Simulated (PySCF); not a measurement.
Can point charges reproduce the dipole moment of `ClB(Cl)[SiH]1[SiH2][SiH2][SiH2]1`?

Coordinates (PBE0-D3(BJ)/def2-SVP, Å) and charges (e) from the PBE0/pcSseg-1 density (PySCF):

| atom | x | y | z | Mulliken | IAO | Hirshfeld | ESP-fitted |
| --- | --- | --- | --- | --- | --- | --- | --- |
| Cl1 | -3.886 | 0.906 | 0.129 | -0.1607 | -0.0232 | -0.0543 | -0.0779 |
| B2 | -2.140 | 0.929 | 0.205 | +0.2592 | -0.0893 | +0.0770 | +0.1179 |
| Cl3 | -1.343 | 2.467 | 0.505 | -0.1659 | -0.0412 | -0.0320 | -0.0986 |
| Si4 | -0.995 | -0.698 | -0.037 | -0.1555 | +0.1557 | +0.0785 | +0.0681 |
| Si5 | 0.735 | -0.098 | -1.541 | +0.1055 | +0.1697 | +0.1408 | +0.1138 |
| Si6 | 1.992 | 0.724 | 0.287 | +0.0403 | +0.1621 | +0.1360 | +0.0274 |
| Si7 | 0.648 | -0.644 | 1.669 | +0.1061 | +0.1694 | +0.1404 | +0.1096 |
| H8 | -1.773 | -1.951 | -0.272 | +0.0190 | -0.0641 | -0.0671 | -0.0520 |
| H9 | 0.387 | 0.815 | -2.673 | -0.0115 | -0.0726 | -0.0685 | -0.0371 |
| H10 | 1.390 | -1.332 | -2.081 | -0.0035 | -0.0742 | -0.0688 | -0.0482 |
| H11 | 3.456 | 0.416 | 0.274 | -0.0142 | -0.0759 | -0.0704 | -0.0278 |
| H12 | 1.793 | 2.184 | 0.529 | -0.0039 | -0.0697 | -0.0740 | -0.0127 |
| H13 | 1.288 | -1.991 | 1.805 | -0.0036 | -0.0742 | -0.0688 | -0.0467 |
| H14 | 0.232 | -0.154 | 3.019 | -0.0114 | -0.0726 | -0.0686 | -0.0358 |

Q: Form Σ q r in debye for every column and set it beside the full dipole.

A: The full density gives (0.64, -0.54, -0.07) D, 0.84 D in size; dipole vectors point from the negative to the positive end.

```
    scheme     μx     μy     μz  size (D)  share of the full size (%)  angle to the full dipole (°)
  Mulliken   2.73  -1.45  -0.16      3.09                         367                            12
       IAO   1.06  -0.88  -0.12      1.39                         164                             1
 Hirshfeld  -0.04   0.03   0.00      0.05                           5                             –
ESP-fitted   0.71  -0.57  -0.08      0.91                         109                             2
```

Q: Which set comes closest?

A: Length of the difference vector: ESP-fitted 0.08 D, IAO 0.54 D, Hirshfeld 0.89 D, Mulliken 2.28 D. Closest: ESP-fitted. 

Q: What is left for the Hirshfeld atoms' own dipoles?

A: The Hirshfeld atoms' densities add up to the full density, so μ = Σ q r + Σ (atomic dipoles). The atomic dipoles sum to (0.64, -0.54, -0.07) − (-0.04, 0.03, 0.00) = (0.68, -0.57, -0.07) D, 0.89 D in size.

Q: With the origin at the mean of the coordinates, (0.127, 0.112, 0.130) Å, which are the largest single terms, by size, of the IAO dipole along the direction of the full one?

A: B2 +0.97, H11 -0.84, Si6 +0.78, H13 -0.75, H10 -0.74 D; all 14 atoms together +1.39 D. The single terms depend on the origin, their sum doesn't.

Q: Give the size of the full dipole in other units.

A: 0.84 D = 0.332 au = 0.175 e·Å = 2.81 × 10⁻³⁰ C·m.

Isolated species at its PBE0-D3(BJ)/def2-SVP geometry (one conformer only).

Shape of the structure used: `[Cl:1][B:2]([Cl:3])[SiH:4]1[SiH2:5][SiH2:6][SiH2:7]1`: Cl1–B2–Si4–Si5 133°.
